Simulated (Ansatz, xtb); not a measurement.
# Two isomers of C3H6N2OSi

Structure X is `O[SiH2]n1ccnc1`, a singlet and structure Y is `[SiH3]Oc1cnc[nH]1`, a singlet. Both are isolated molecules in the gas phase, relaxed with r2SCAN-D4/def2-SVP, each in the lowest conformer that the search found.

**Question.** Estimate E(Y) − E(X) at the level CCSD(T)/def2-SVP + ΔMP2/def2-TZVPP.

**Answer.** Calculated at CCSD(T)/def2-SVP + ΔMP2/def2-TZVPP: E(Y) − E(X) = +34.5 kcal/mol, so structure X lies lower.

Level by level:

```
                             level            geometry  E(Y) − E(X) (kcal/mol)  departure from the last row (kcal/mol)  job, with rough time for the two
                          GFN2-xTB            GFN2-xTB                     +11.5                                   −22.9              optimisation, 0.22 s
                         HF/STO-3G            GFN2-xTB                     +16.2                                   −18.2              single point, 0.62 s
      r2SCAN-D4/def2-SVP//GFN2-xTB            GFN2-xTB                     +25.8                                    −8.7               single point, 4.6 s
                r2SCAN-D4/def2-SVP  r2SCAN-D4/def2-SVP                     +25.4                                    −9.0                optimisation, 71 s
                       HF/def2-SVP  r2SCAN-D4/def2-SVP                     +27.3                                    −7.1           part of the CCSD(T) run
                      MP2/def2-SVP  r2SCAN-D4/def2-SVP                     +29.4                                    −5.0           part of the CCSD(T) run
                  CCSD(T)/def2-SVP  r2SCAN-D4/def2-SVP                     +27.7                                    −6.7                      single point
CCSD(T)/def2-SVP + ΔMP2/def2-TZVPP  r2SCAN-D4/def2-SVP                     +34.5                                                        single point, 84 s
```

As drawn, Y has 1 C–O, 1 Si–H, 1 N–H in place of 1 N–Si, 1 O–H, 1 C–H.

None of the levels shown reverses the order. The largest departure from CCSD(T)/def2-SVP + ΔMP2/def2-TZVPP is that of GFN2-xTB, 22.9 kcal/mol. The last row adds to CCSD(T) the change of the MP2 difference between the two basis sets, here +6.7 kcal/mol, a large step that makes the value less sure.

With thermal terms from frequencies at re-optimised GFN2-xTB minima (ideal gas, soft modes damped towards free rotors, one conformer each, 298.15 K, 1 atm): the zero-point term adds −1.1 kcal/mol; ΔH is +33.2 and ΔG +33.4 kcal/mol.

The correlated steps freeze 11 core orbitals. Programs: Ansatz 0.2.0, xtb 6.7.1; the last row on 2 threads of Intel(R) Xeon(R) Processor @ 2.70GHz on a shared host.
